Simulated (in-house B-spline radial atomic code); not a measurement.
## Mo VI (Mo5+): 2s2 2p6 3s2 3p6 3d10 4s2 4p6 4d3 (with a hole in an inner shell)

Level of theory: Dirac-Hartree-Fock, average of configuration, Fermi nucleus of rms radius 4.4091 fm; calculated with a B-spline radial code for spherical atoms.

Z_r = [3n² - l(l+1)]/(2<r>); Z_e = n√(-2ε); the last column is Slater's effective charge. Values are occupation-weighted means over j.

```
shell  electrons   ε (eV)  <r> (bohr)    Z_r    Z_e  Slater
   2s          2  -3244.1      0.1483  40.47  30.88   39.55
   2p          6  -2984.6      0.1278  39.14  29.62   39.55
   3s          2  -665.11      0.4066  33.20  20.98   32.75
   3p          6  -563.65       0.402  31.10  19.31   32.75
   3d         10  -379.14      0.3817  27.51  15.84   22.85
   4s          2  -158.64       1.014  23.66  13.66   16.25
   4p          6  -124.44       1.086  21.17  12.10   16.25
   4d          3  -75.683       1.309  16.04   9.43    7.30
```

The least bound orbital is 4d5/2 at -75.49 eV, and it is also the most diffuse (<r> = 1.313 bohr).

Spin-orbit splittings of the orbital energies (j = l + 1/2 above j = l - 1/2 when positive): 2p 125.7 eV, 3p 22.14 eV, 3d 4.484 eV, 4p 3.685 eV, 4d 0.4788 eV.

The density falls to 0.001 bohr⁻³ at 2.81 bohr; Σ<r²> = 19.693 bohr² gives, by the non-relativistic formula and without the paramagnetism of open shells, a Langevin diamagnetic susceptibility of -15.6×10⁻⁶ cm³/mol.
